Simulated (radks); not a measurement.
Values are calculated unless marked as measured or tabulated.
The nitrogen anion N3-, [Ne], held by a Watson sphere: a shell of charge +3 at radius R that stands for the Madelung well of a crystal (potential energy -3/R inside, -3/r outside, in hartree with lengths in bohr). Code: a radial shooting solver on a logarithmic mesh with Libxc functionals. Model: scalar-relativistic Kohn-Sham, LDA (Slater exchange, VWN5 correlation), spin-polarised, spherical densities, point nucleus. Response by self-consistent Sternheimer equations with the Hartree and adiabatic LDA kernel, the relativistic mass of each level held fixed and spin-orbit coupling left out. The sphere does not respond.

| R (bohr) | e(1s) (eV) | e(2s) (eV) | e(2p) (eV) | <r> 2p (bohr) | sum of <r^2> (bohr^2) | X-ray form factor at sin(theta)/lambda = 0.3 1/angstrom | alpha (bohr^3) |
|---|---|---|---|---|---|---|---|
| 2.03 | -374.56 | -18.233 | -7.509 | 1.764 | 29.47 | 3.270 | 21.37 |
| 2.3 | -374.96 | -17.041 | -6.641 | 1.874 | 33.15 | 3.189 | 29.10 |
| 2.33 | -374.99 | -16.922 | -6.552 | 1.887 | 33.57 | 3.183 | 30.10 |
| 2.47 | -375.12 | -16.402 | -6.156 | 1.943 | 35.56 | 3.161 | 35.23 |
| 2.89 | -375.33 | -15.147 | -5.143 | 2.111 | 41.86 | 3.138 | 55.77 |
| 3.23 | -375.38 | -14.412 | -4.495 | 2.247 | 47.41 | 3.142 | 79.53 |
